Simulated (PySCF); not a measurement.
VF4, SMILES [F][V+]([F])([F])[F], charge +1, multiplicity 1. Atoms are numbered in the order given.

```xyz
5

V      0.0000     0.0000     0.0000
F     -0.9486     0.9486    -0.9486
F      0.9486     0.9486     0.9486
F      0.9486    -0.9486    -0.9486
F     -0.9486    -0.9486     0.9486
```
Charge +1, spin multiplicity 1.

Geometry optimised at B3LYP-D3(BJ)/def2-SVP. The multiplicity is an assumed one; other spin states were not compared. The isomer is the one that the SMILES or the coordinates give; other isomers of the formula were not compared.

Method: B3LYP/pcSseg-1 in PySCF.

GIAO shieldings, no solvent; atoms alike by connectivity are averaged. δ = σ(ref) − σ: ¹⁹F against CFCl3 (σ = 161.7 ppm), references at their B3LYP-D3(BJ)/def2-TZVP geometries, non-relativistic.

Computed chemical shifts:
```json
[
 {"nucleus": "¹⁹F", "atoms": "F2, F3, F4, F5", "count": "4", "δ (ppm)": "783.4"}
]
```
